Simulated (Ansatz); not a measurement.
Calculated with Ansatz (gas phase, PBE0-D4/def2-TZVP geometries, no zero-point term in ΔE). CBS: MP2 limit from def2 TZ/QZ plus the TZ coupled-cluster correction, frozen cores. DFT in def2-TZVPP. B3LYP here is the variant with VWN-RPA as its local correlation; programs differ in this. Each species was taken in one conformer, which may not be the lowest.

`FC1([SiH3])C=C1` + `O[BH][AlH2]` → `[AlH2][BH]O[SiH3]` + `FC1C=C1`  (ligand exchange at the Si–C bond)

| level | ΔE (kcal/mol) | difference from CCSD(T)/CBS |
| --- | --- | --- |
| PBE-D4 | -18.2 | 3.6 |
| r2SCAN-D4 | -21.0 | 0.8 |
| PBE0-D4 | -20.1 | 1.7 |
| B3LYP-D4 | -21.9 | -0.1 |
| ωB97X-V | -21.5 | 0.3 |
| ωB97M-V | -21.3 | 0.5 |
| B2PLYP | -22.7 | -0.9 |
| PBE | -18.6 | 3.2 |
| r2SCAN | -21.1 | 0.7 |
| PBE0 | -20.4 | 1.4 |
| B3LYP | -22.5 | -0.7 |
| HF/def2-TZVPP | -27.7 | -5.9 |
| MP2/def2-TZVPP | -22.3 | -0.5 |
| SCS-MP2/def2-TZVPP | -23.2 | -1.4 |
| CCSD/def2-TZVPP | -23.1 | -1.3 |
| CCSD(T)/def2-TZVPP | -22.1 | -0.3 |
| HF/def2-QZVPP | -28.1 | -6.3 |
| MP2/def2-QZVPP | -22.2 | -0.4 |
| SCS-MP2/def2-QZVPP | -23.2 | -1.4 |
| HF/CBS(def2) | -28.1 | -6.3 |
| MP2/CBS(def2) | -22.0 | -0.2 |
| CCSD/CBS(def2) | -22.8 | -1.0 |
| CCSD(T)/CBS | -21.8 | 0 |

Largest T1 diagnostic among the species: 0.014.

In def2-TZVPP, CCSD(T) changes the Hartree–Fock value by +5.6 kcal/mol (the triples alone add +0.9 kcal/mol) and MP2 by +5.4 kcal/mol. From PBE to PBE0 (25 % exact exchange), in def2-TZVPP and without D4, ΔE moves by −1.8 kcal/mol.
